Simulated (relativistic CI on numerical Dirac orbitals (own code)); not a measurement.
# Radial parameters of Zr VII

Computed by Dirac-Coulomb-Breit CI, orbitals from a KLI potential per configuration, model QED (radiative potential, 1s self-energy scaled to tabulated hydrogen-like ionisation energies), unscaled Slater integrals (own radial code, finite nucleus).

Slater integrals F^k, G^k are unscaled and averaged over j, outside the closed core [Ar] 3d10; ζ comes from projecting the Hamiltonian with its Breit term on Σ l·s of the shell.

- 4s2 4p4: F^2(4p,4p) = 83701, ζ(4p) = 11144 cm⁻¹; <r>(4p) = 1.255, <r^2>(4p) = 1.781 (bohr units).
- 4s 4p5: G^1(4s,4p) = 111760, ζ(4p) = 11106 cm⁻¹; <r>(4s) = 1.153, <r^2>(4s) = 1.496, <r>(4p) = 1.254, <r^2>(4p) = 1.78 (bohr units).
- 4s2 4p3 4d: F^2(4p,4p) = 83976, ζ(4p) = 11348, F^2(4p,4d) = 72849, G^1(4p,4d) = 91404, G^3(4p,4d) = 56806, ζ(4d) = 827.44 cm⁻¹; <r>(4p) = 1.25, <r^2>(4p) = 1.768, <r>(4d) = 1.505, <r^2>(4d) = 2.589 (bohr units).

In this model ζ of a weakly bound d, f or g electron outside closed shells comes out too small, for d by up to a factor of two or three and at times with the wrong sign; that of an outer p electron is too small as well.

Averages of the first 10 configurations, taken without configuration mixing, which lowers the lowest level and can move excited configurations by several eV; other configurations of the list can lie among them:

| Configuration | Parity | States | Average energy above the lowest level (eV) |
| --- | --- | --- | --- |
| 4s2 4p4 | even | 15 | 3.7 |
| 4s 4p5 | odd | 12 | 31.2 |
| 4s2 4p3 4d | odd | 200 | 40.4 |
| 4p6 | even | 1 | 62.7 |
| 4s 4p4 4d | even | 300 | 66.5 |
| 4s2 4p3 4f | even | 280 | 72.1 |
| 4s2 4p3 5s | odd | 40 | 56.1 |
| 4s 4p4 4f | odd | 420 | 98.7 |
| 4s2 4p3 5p | even | 120 | 64.4 |
| 4p5 4d | odd | 60 | 96.5 |
